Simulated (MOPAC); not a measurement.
MOPAC input (PM7):

```
PM7 FORCE THERMO(298,298) PRECISE LET UHF MS=0.5 GEO-OK AUX(PRECISION=9) THREADS=1
CH6GeN

C    -2.06746105 1    0.21737451 1   -0.40342081 1
N    -0.97866748 1   -0.63233119 1   -0.12593437 1
Ge    0.73166758 1    0.05776366 1    0.14132422 1
H    -1.88126913 1    1.30203190 1   -0.46399412 1
H    -2.84984311 1    0.04772543 1    0.37471844 1
H    -2.52499301 1   -0.10553120 1   -1.36922681 1
H     1.56644982 1   -0.64377957 1   -0.91481853 1
H     0.83998280 1    1.55657626 1    0.03871175 1
H     1.10444096 1   -0.44343666 1    1.52490012 1
```

From the output:

```
     H    9   0.306306   0.308828   2.479881

          HEAT OF FORMATION =      54.354540 KCALS/MOLE

          ZERO POINT ENERGY      36.659 KCAL/MOL

           NORMAL COORDINATE ANALYSIS (Total motion = 1 Angstrom)

   Root No.       1         2         3         4         5         6         7         8

                 1 A"      2 A"      1 A'      2 A'      3 A"      3 A'      4 A'      5 A'

                  66.9     126.9     250.5     446.1     453.4     536.2     747.8     770.8

           1   -0.0000   -0.0000    0.0536    0.0609    0.0000   -0.0055   -0.0189   -0.0057
           2    0.0000    0.0000    0.0848    0.0237   -0.0000   -0.0012   -0.0083   -0.0049
           3   -0.0347   -0.0071    0.0000   -0.0000    0.0074   -0.0000    0.0000   -0.0000
           4   -0.0000   -0.0000    0.0568    0.0490    0.0000   -0.0085   -0.0055    0.0003
           5    0.0000    0.0000   -0.0529    0.1066    0.0000    0.0702   -0.0297   -0.0228
           6    0.0577    0.0444   -0.0000    0.0000    0.0336    0.0000    0.0000   -0.0000
           7    0.0000    0.0000   -0.0195   -0.0276   -0.0000    0.0049   -0.0044    0.0024
           8   -0.0000   -0.0000   -0.0104   -0.0240    0.0000   -0.0170    0.0015   -0.0035
           9   -0.0019   -0.0051   -0.0000    0.0000   -0.0137   -0.0000   -0.0000    0.0000
          10   -0.0000    0.0000    0.1493   -0.0055    0.0000   -0.0755    0.0099    0.0230
          11    0.0000    0.0000    0.1376   -0.0116   -0.0000   -0.0397    0.0070    0.0108
          12   -0.1038    0.2267    0.0001   -0.0000   -0.0070   -0.0001   -0.0000   -0.0000
          13   -0.0586   -0.0332   -0.0076    0.1031   -0.0238    0.0415   -0.0361   -0.0247
          14    0.0316   -0.2329    0.1227   -0.0041   -0.0039   -0.0331    0.0046    0.0081
          15   -0.0374   -0.1713   -0.0008    0.0007   -0.0057    0.0001   -0.0011   -0.0009
          16    0.0585    0.0332   -0.0077    0.1031    0.0239    0.0416   -0.0361   -0.0247
          17   -0.0316    0.2329    0.1227   -0.0041    0.0039   -0.0331    0.0046    0.0081
          18   -0.0374   -0.1713    0.0009   -0.0007   -0.0057   -0.0001    0.0011    0.0009
          19   -0.1756    0.0045   -0.0075    0.0511    0.1970    0.0123    0.2678   -0.1644
          20    0.0750   -0.0423    0.0908   -0.0976    0.2584    0.2410    0.1476    0.1992
          21   -0.1294    0.0016    0.0002    0.0290    0.1322   -0.0097    0.1563   -0.1202
          22    0.0000    0.0000   -0.1431    0.2789    0.0000   -0.2006    0.1472    0.2492
          23    0.0000    0.0000   -0.0897    0.1831    0.0000   -0.1153    0.0906    0.1983
          24    0.1879   -0.0494    0.0000   -0.0000    0.1870   -0.0001   -0.0000   -0.0000
          25    0.1756   -0.0045   -0.0074    0.0511   -0.1970    0.0122    0.2678   -0.1644
          26   -0.0751    0.0423    0.0907   -0.0976   -0.2584    0.2411    0.1476    0.1991
          27   -0.1294    0.0016   -0.0003   -0.0290    0.1322    0.0097   -0.1563    0.1202

   Root No.       9        10        11        12        13        14        15        16

                 4 A"      5 A"      6 A'      7 A'      6 A"      8 A'      9 A'      7 A"

                 771.9    1004.2    1107.6    1219.7    1266.4    1335.1    1380.9    1965.7

           1   -0.0000    0.0000   -0.0136   -0.0180   -0.0000   -0.1396   -0.0816   -0.0000
           2    0.0000   -0.0000   -0.0768   -0.0311    0.0000    0.0208    0.0026    0.0000
           3   -0.0012   -0.0779    0.0001   -0.0000   -0.0372   -0.0000   -0.0000   -0.0001
           4   -0.0000    0.0000    0.0216    0.0049   -0.0000    0.1655    0.0147   -0.0000
           5    0.0000   -0.0000    0.0480   -0.0075    0.0000    0.0028   -0.0001    0.0000
           6   -0.0040    0.0395   -0.0001    0.0000   -0.0032   -0.0000    0.0001   -0.0024
           7    0.0000   -0.0000    0.0000   -0.0000    0.0000   -0.0008   -0.0002    0.0000
           8   -0.0000    0.0000   -0.0017    0.0000   -0.0000   -0.0013    0.0001   -0.0000
           9   -0.0075   -0.0003   -0.0000    0.0000   -0.0001    0.0000   -0.0000   -0.0090
          10   -0.0000    0.0000    0.3047   -0.1354   -0.0000   -0.2931    0.2901   -0.0000
          11    0.0000   -0.0001    0.1299   -0.0789    0.0000   -0.0983    0.1851    0.0000
          12   -0.0012    0.1636    0.0002   -0.0001    0.4159    0.0000   -0.0001    0.0004
          13    0.0034    0.3298   -0.2057    0.1407   -0.1743   -0.1303    0.2463    0.0004
          14    0.0009    0.0133    0.1305    0.2751    0.2021   -0.0191   -0.1084    0.0007
          15    0.0008    0.1149    0.0201    0.2479    0.0375   -0.0677    0.0539   -0.0004
          16   -0.0034   -0.3297   -0.2059    0.1408    0.1743   -0.1303    0.2464   -0.0004
          17   -0.0009   -0.0134    0.1306    0.2750   -0.2020   -0.0190   -0.1086   -0.0007
          18    0.0008    0.1149   -0.0200   -0.2480    0.0375    0.0676   -0.0538   -0.0004
          19    0.0534    0.0036   -0.0006   -0.0009    0.0012   -0.0068   -0.0005   -0.2862
          20   -0.2527    0.0069   -0.0050    0.0005    0.0008   -0.0269   -0.0034    0.0335
          21    0.0880    0.0034   -0.0041    0.0001    0.0003   -0.0242   -0.0036    0.3680
          22    0.0000   -0.0000   -0.0323    0.0039    0.0000   -0.0116    0.0005    0.0000
          23    0.0000   -0.0000   -0.0121   -0.0001    0.0000   -0.0056    0.0000    0.0000
          24    0.4332    0.0026    0.0002   -0.0001    0.0017    0.0001   -0.0002   -0.0513
          25   -0.0534   -0.0036   -0.0004   -0.0010   -0.0012   -0.0068   -0.0007    0.2862
          26    0.2527   -0.0069   -0.0052    0.0006   -0.0008   -0.0270   -0.0031   -0.0335
          27    0.0880    0.0034    0.0040    0.0001    0.0003    0.0242    0.0037    0.3680

   Root No.      17        18        19        20        21

                10 A'     11 A'      8 A"     12 A'     13 A'

                1987.9    2223.2    2615.4    2634.3    2732.7

           1   -0.0007    0.0013   -0.0000    0.0052    0.0217
           2    0.0012    0.0001    0.0000   -0.0467   -0.0004
           3   -0.0000    0.0000   -0.0513   -0.0000   -0.0000
           4    0.0031   -0.0045   -0.0000   -0.0028    0.0080
           5   -0.0017   -0.0054    0.0000   -0.0031    0.0005
           6   -0.0000   -0.0001   -0.0040    0.0000    0.0002
           7    0.0063   -0.0013    0.0000    0.0001    0.0000
           8   -0.0049   -0.0021   -0.0000    0.0001    0.0000
           9    0.0000    0.0000   -0.0000    0.0000   -0.0000
          10   -0.0006   -0.0004   -0.0000   -0.2220   -0.1668
          11   -0.0014   -0.0010    0.0000    0.3763    0.3119
          12   -0.0000    0.0001   -0.0286   -0.0001   -0.0003
          13    0.0016    0.0012   -0.1732    0.0972   -0.1018
          14   -0.0001    0.0001   -0.2412    0.1083   -0.1566
          15    0.0001    0.0015    0.3479   -0.2090    0.2439
          16    0.0016    0.0010    0.1731    0.0972   -0.1016
          17   -0.0001    0.0002    0.2412    0.1083   -0.1570
          18   -0.0002   -0.0015    0.3479    0.2089   -0.2437
          19   -0.1248    0.1727   -0.0004   -0.0001   -0.0002
          20   -0.0079   -0.0317    0.0000   -0.0000   -0.0007
          21    0.2321   -0.2591    0.0004    0.0004    0.0003
          22   -0.2446   -0.2097    0.0000    0.0002    0.0000
          23    0.3838    0.2906    0.0000    0.0019    0.0006
          24   -0.0000    0.0001    0.0001   -0.0000   -0.0004
          25   -0.1248    0.1729    0.0004   -0.0002   -0.0006
          26   -0.0079   -0.0319   -0.0000    0.0000   -0.0002
          27   -0.2321    0.2590    0.0004   -0.0003   -0.0000

           MASS-WEIGHTED COORDINATE ANALYSIS (NORMAL COORDINATES)

   Root No.       1         2         3         4         5         6         7         8

                 1 A"      2 A"      1 A'      2 A'      3 A"      3 A'      4 A'      5 A'

                  66.9     126.9     250.5     446.1     453.4     536.2     747.8     770.8

           1   -0.0000   -0.0000    0.3104    0.2980    0.0000   -0.0359   -0.1213   -0.0378
           2    0.0001    0.0000    0.4910    0.1158   -0.0001   -0.0080   -0.0531   -0.0320
           3   -0.2526   -0.0484    0.0001   -0.0001    0.0455   -0.0001    0.0000   -0.0000
           4   -0.0000   -0.0000    0.3551    0.2588    0.0001   -0.0603   -0.0384    0.0019
           5    0.0000    0.0000   -0.3308    0.5637    0.0000    0.4987   -0.2064   -0.1618
           6    0.4533    0.3263   -0.0001    0.0000    0.2241    0.0002    0.0001   -0.0000
           7    0.0000    0.0000   -0.2775   -0.3321   -0.0000    0.0789   -0.0701    0.0383
           8   -0.0000   -0.0000   -0.1483   -0.2894    0.0000   -0.2744    0.0240   -0.0561
           9   -0.0344   -0.0860   -0.0001    0.0001   -0.2083   -0.0000   -0.0000    0.0000
          10   -0.0000    0.0000    0.2504   -0.0078    0.0000   -0.1437    0.0184    0.0438
          11    0.0000    0.0000    0.2309   -0.0164   -0.0000   -0.0757    0.0130    0.0206
          12   -0.2188    0.4475    0.0001   -0.0001   -0.0126   -0.0001   -0.0000   -0.0000
          13   -0.1234   -0.0656   -0.0128    0.1462   -0.0427    0.0791   -0.0673   -0.0471
          14    0.0667   -0.4596    0.2058   -0.0058   -0.0070   -0.0630    0.0086    0.0155
          15   -0.0789   -0.3382   -0.0014    0.0010   -0.0102    0.0002   -0.0020   -0.0018
          16    0.1234    0.0656   -0.0128    0.1462    0.0427    0.0792   -0.0673   -0.0471
          17   -0.0666    0.4596    0.2059   -0.0059    0.0069   -0.0631    0.0086    0.0155
          18   -0.0789   -0.3382    0.0014   -0.0010   -0.0102   -0.0002    0.0020    0.0018
          19   -0.3703    0.0089   -0.0125    0.0724    0.3525    0.0234    0.4992   -0.3136
          20    0.1582   -0.0836    0.1523   -0.1384    0.4625    0.4592    0.2751    0.3799
          21   -0.2728    0.0032    0.0003    0.0411    0.2366   -0.0184    0.2913   -0.2293
          22    0.0000    0.0000   -0.2401    0.3954    0.0000   -0.3821    0.2743    0.4754
          23    0.0000    0.0000   -0.1504    0.2597    0.0000   -0.2196    0.1689    0.3783
          24    0.3960   -0.0976    0.0001   -0.0001    0.3347   -0.0001   -0.0000   -0.0000
          25    0.3703   -0.0089   -0.0124    0.0724   -0.3525    0.0232    0.4991   -0.3135
          26   -0.1582    0.0835    0.1522   -0.1384   -0.4624    0.4594    0.2751    0.3799
          27   -0.2728    0.0032   -0.0004   -0.0411    0.2366    0.0185   -0.2913    0.2293

   Root No.       9        10        11        12        13        14        15        16

                 4 A"      5 A"      6 A'      7 A'      6 A"      8 A'      9 A'      7 A"
```
